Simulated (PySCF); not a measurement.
Computed Raman spectrum (relative Raman activity) of a molecule C2H8AlNO. Coordinates come from a B3LYP-D3(BJ)/def2-SVP optimisation. One conformer was computed; it need not be the lowest. Level of theory: PySCF 2.14.0 with B3LYP-D3(BJ)/def2-SVP. Frequencies are harmonic and unscaled.

Lines under 2 % of the strongest are left out, and lines within 2 cm⁻¹ are merged.

ν (cm⁻¹): 577 (w), 1153 (vw), 1430 (w), 1433 (w), 1452 (w), 1464 (w), 1496 (w), 2970 (vs), 3016 (s), 3022 (s), 3078 (m), 3104 (s), 3114 (m), 3563 (m), 3937 (s) (against the strongest line: vs over 80 %, s over 45 %, m over 15 %, w over 4 %, vw less)

### Question
Which structure fits?
(A) C[NH][AlH][O]C
(B) C[O][Al]([CH3])[NH2]
(C) C[NH][Al]([CH3])[OH]
(D) C[N](C)[AlH][OH]

### Answer
C, C[NH][Al]([CH3])[OH]
